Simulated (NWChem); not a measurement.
Species: benzoquinone (C6H4O2); SMILES C1(=O)C=CC(C=C1)=O

Q: Give the equilibrium geometry at PBE-D3(BJ)/def2-SVP (NWChem) as an XYZ file, with the point group.

A: point group D2h; any orientation.
```
12

O      0.0000    -2.6873     0.0000
C      0.0000    -1.4560     0.0000
C      1.2696    -0.6776     0.0000
C      1.2696     0.6776     0.0000
C      0.0000     1.4560     0.0000
O      0.0000     2.6873     0.0000
C     -1.2696     0.6776     0.0000
C     -1.2696    -0.6776     0.0000
H      2.1957    -1.2737     0.0000
H      2.1957     1.2737     0.0000
H     -2.1957     1.2737     0.0000
H     -2.1957    -1.2737     0.0000
```
